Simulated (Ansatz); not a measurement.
One change: `NCOC=[Se]` becomes `NCO[SiH2]Cl`.

Ansatz, PBE0-D4/def2-TZVP geometries, multiplicity 1. Each molecule was computed in one conformer, which needn't be the lowest.

Scalar relativity is left out up to krypton.

| property | `NCOC=[Se]` |
| --- | --- |
| size of the dipole moment (B3LYP/def2-TZVPP) / D | 3.14 |
| HOMO energy (ωB97M-V/def2-TZVPP) / eV | -8.36 |
| HOMO–LUMO gap (PBE/def2-TZVPP) / eV | 2.60 |
| HOMO–LUMO gap (PBE0/def2-TZVPP) / eV | 4.62 |
| HOMO energy (B3LYP/def2-TZVPP) / eV | -5.96 |
| HOMO–LUMO gap (B3LYP/def2-TZVPP) / eV | 4.17 |

**Question.** Give the same properties after the change, and the shifts. (Best estimate.)

**Answer.** Computed: 
| property | `NCO[SiH2]Cl` | shift |
| --- | --- | --- |
| size of the dipole moment (B3LYP/def2-TZVPP) / D | 1.49 | -1.65 |
| HOMO energy (ωB97M-V/def2-TZVPP) / eV | -10.24 | -1.88 |
| HOMO–LUMO gap (PBE/def2-TZVPP) / eV | 6.02 | 3.42 |
| HOMO–LUMO gap (PBE0/def2-TZVPP) / eV | 8.38 | 3.76 |
| HOMO energy (B3LYP/def2-TZVPP) / eV | -7.56 | -1.60 |
| HOMO–LUMO gap (B3LYP/def2-TZVPP) / eV | 7.89 | 3.72 |

With PBE0 the HOMO falls by 1.62 eV and the LUMO rises by 2.14 eV, so the gap widens by about 3.76 eV. PBE moves the HOMO by -1.29 eV and ωB97M-V by -1.88 eV. Dipoles are sizes alone; their direction can turn.

B3LYP here is the variant with VWN-RPA as its local correlation; programs differ in this.

Spin–orbit coupling is left out; it splits and shifts lone-pair levels of the heavy atoms by tenths of an eV.
